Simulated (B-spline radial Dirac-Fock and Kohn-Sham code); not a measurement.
Z = 47 (silver), transition energy 751 keV. These are calculated numbers from a radial B-spline solver; the model is a Dirac-Hartree-Slater potential of the neutral atom with a Latter tail (no hole, which puts coefficients of high multipoles low close above an edge), finite nucleus with surface currents. Subshells that would emit electrons below 1 keV are left out.

Task: A pure transition shows α(K) = 0.00424, L1/L2 = 6.36 and L1/L3 = 13.3. What is its multipolarity?
A. E3
B. M1
C. M2
D. E2
E. E1
F. M4
G. M3
H. E4

Result: A. For comparison, α(K), L1/L2, L1/L3 are E1 0.000713, 43.8, 28.4; E2 0.00184, 15.2, 20.1; E4 0.00941, 3.38, 8.91; M1 0.00205, 34.7, 95.6; M2 0.00552, 21.1, 74.3; M3 0.0129, 14.1, 31.3; M4 0.0292, 10.2, 14.7.
